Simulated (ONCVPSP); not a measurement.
**Plane-wave convergence, ONCV potential for B (Z = 5)**

```json
{
 "Element": "B (Z = 5)",
 "Generator": "ONCVPSP 4.0.1",
 "Type": "optimised norm-conserving Vanderbilt (ONCV)",
 "Functional": "PBEsol",
 "Relativity": "non-relativistic",
 "Frozen core": "[He]",
 "Valence charge": "3",
 "Reference configuration": "2s2 2p0.75 (charge +0.25)",
 "Partial waves": "2s: rc 1.20 bohr, ncon 4, nbas 8, qcut 5.5 1/bohr, 2 projectors, debl 3.4 Ha; 2p: rc 3.40 bohr, ncon 4, nbas 8, qcut 3.1 1/bohr, 1 projector; d scattering state at 0.03 Ha: rc 3.50 bohr, ncon 5, nbas 9, qcut 2.8 1/bohr, 2 projectors, debl 2.7 Ha",
 "Local potential": "polynomial inside 0.85 bohr (lpopt 5, dvloc0 0 Ha)",
 "Core correction": "Teter function, fcfact 3.75, rcfact 1.65"
}
```

Question: For each optimised wave give the share of its norm inside rc, the residual kinetic energy above qcut (Ha) and the cutoffs (Ha) for errors of 10, 1, 0.1 and 0.01 mHa per electron.

Answer:

```
         wave  norm inside rc  residual KE  10 mHa  1 mHa  0.1 mHa  0.01 mHa
           2s           0.191      1.8e-04     7.3   12.2     16.9      51.4
s projector 2           0.092      2.1e-03    11.1   46.1    152.4     176.3
           2p           0.873      1.9e-04     3.1    4.1      6.6      16.8
d projector 1           0.024      3.3e-06     0.3    0.9      2.1       3.4
d projector 2           0.199      2.0e-01     6.1   26.1     30.7      34.4
```

The occupied waves need 12 Ha and 17 Ha for 1 and 0.1 mHa. Note: no bound ghost flagged; GHOST(+) flagged for p at 3.1 eV, s at 240.3 eV, d at 272.4 eV. Its largest configuration-test error is +460 meV.
